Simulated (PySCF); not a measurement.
## Structure from NMR data

The spectra below were simulated for a compound CH$_{12}$N$_{2}$Si$_{3}$.

1H NMR (400 MHz, computed): δ 5.06 (s, 2H), 4.83 (s, 6H), 2.74 (s, 3H), -0.33 (br s, 1H).

13C{1H} NMR (computed): δ 28.9 (CH3).

Computational details: shielding tensors at PBE0/pcSseg-1 (GIAO), GFN2-xTB structure, in PySCF 2.14 (one averaged value for each set of equivalent atoms, non-relativistic Hamiltonian, single conformer, in vacuum).

Chemical shifts δ = σref − σ; 1H (31.72 ppm) and 13C (186.93 ppm) against TMS, all at this level.

Q: Deduce the structure.

A: 
The formula gives 0 degrees of unsaturation. Carbon types of the structure: 1 × CH3, leaving 9 H on heteroatoms. δC 28.9: methyl carbon bonded to N; deshielded by the electronegative neighbour. δH 5.06: hydrogen on a silicon bonded to 2 N. δH 4.83: hydrogen on a silicon bonded to N. δH 2.74: hydrogen on a methyl carbon bonded to N; its carbon carries N, which withdraws density. δH -0.33: hydrogen on a nitrogen bonded to C, Si; exchangeable, gas-phase position.

Structure: `[SiH3]N([SiH2]NC)[SiH3]`.

The shifts were computed for this structure.

OH/NH shifts are gas-phase values; hydrogen bonding in solution moves them, usually downfield. Shifts are as computed. Against solution values, carbons near 30 ppm lie about +3 ppm off and those near 130 ppm about +5 ppm (rms about the fit 2.1 ppm; single classes can miss by 10 ppm). Of 1328 compounds with measured shifts, 309 miss one by over three times the rms of a fit or turn the order of signals round; such compounds aren't used in these exercises. Signals without a measured value on file couldn't be tested in this way; 1H shifts scatter by 0.2 ppm about their fit, and single ones miss by 0.5 ppm. Multiplicities follow the n + 1 count of equivalent neighbours, as no J values were calculated; m marks all less simple cases, F and P coupling included.
